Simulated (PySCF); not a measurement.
AlFH2O2, SMILES [Al]([OH])([OH])[F]. Coordinates come from a TPSSh-D3(BJ)/def2-SVP optimisation. Other conformers were not sampled.

Computed equilibrium geometry at TPSSh-D3(BJ)/def2-SVP (PySCF confirms it by a frequency run) as bond lengths and angles, and its point group (one conformer of several):
point group Cs.
Atoms: Al1 F2 O3 H4 O5 H6. Bonded distances (Å): Al1–F2 1.662, Al1–O3 1.694, Al1–O5 1.697, O3–H4 0.964, O5–H6 0.964. Bond angles (°): F2–Al1–O3 117.6, F2–Al1–O5 121.0, O3–Al1–O5 121.4, Al1–O3–H4 123.1, Al1–O5–H6 123.9.
Charge 0, spin multiplicity 1.
